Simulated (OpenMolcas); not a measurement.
## B2+: CASPT2 settings compared

* Program: OpenMolcas 26.06
* Basis: ANO-R3 [4s4p2d1f]
* Scalar Hamiltonian: X2C, finite nucleus
* Active space: 1 electron in 8 orbitals (2s 2p 3s 3p)
* State averaging: 2S+1 = 2 even, 1 root; 2S+1 = 2 odd, 3 roots
* Spin-orbit coupling: RASSI with atomic mean-field integrals over the reference wave functions, term energies averaged over their components

Methods on the same reference wave functions:
A. CASSCF
B. SS-CASPT2, IPEA 0.2 Eh, imaginary shift 0.25 Eh (closed shells correlated: 1s)
C. SS-CASPT2, IPEA 0.2 Eh, no level shift (closed shells correlated: 1s)
D. XMS-CASPT2, IPEA 0.4 Eh, imaginary shift 0.5 Eh (closed shells correlated: 1s)

Energies in cm⁻¹ above 2s ²S_1/2, the measured ground level; measured values from Moore, Atomic Energy Levels, vol. I, NSRDS-NBS 35 (1971 reprint of NBS Circular 467, 1949).

```csv
Level,A,B,C,D,Measured
2s ²S_1/2,0.0,0.0,0.0,0.0,0.0
2p ²P°_1/2,48971,48736,48736,48723,48358
2p ²P°_3/2,49001,48765,48765,48753,48393
```

Deviations, from unrounded energies. A percentage is the sum of absolute deviations over the sum of measured energies, with the sign that they share, or ± where signs differ.

```csv
Against measurement,Levels,A,B,C,D
mean absolute deviation (cm-1),2,610,370,370,360
other configurations (%),2,+1.3,+0.8,+0.8,+0.7
```

B, C, D lie about equally close to measurement and A furthest from it. The largest miss of D in the table is 2p ²P°_1/2, by +360 cm-1. The ranking rests on the paired levels alone, and a cruder setting can come out closer through cancelling errors.

Among B to D the level of the table that moves most is 2p ²P°_3/2, by 12 cm-1 (lowest in D, highest in B).

The lowest spin-free term lies below A's lowest term by 0.007 hartree in B, 0.007 hartree in C, 0.007 hartree in D.

With one active electron outside closed inactive shells, the extra shells (3p 3s) add no correlation to the reference. With one active electron the reference holds no correlation, so core polarisation is missing (holds for A). With one active electron, CASPT2 adds the correlation within the correlated inactive shells and between them and that electron, and leaves the splitting within a term as the reference gives it (holds for B; C; D). Measured partners are found by configuration, term and J. A level has none where our copy of the source lacks it or the pairing is in doubt (some pairs that miss far off the trend of their configuration count as doubtful), and it then counts in no deviation. Only configurations of the active space appear.

° marks odd parity.
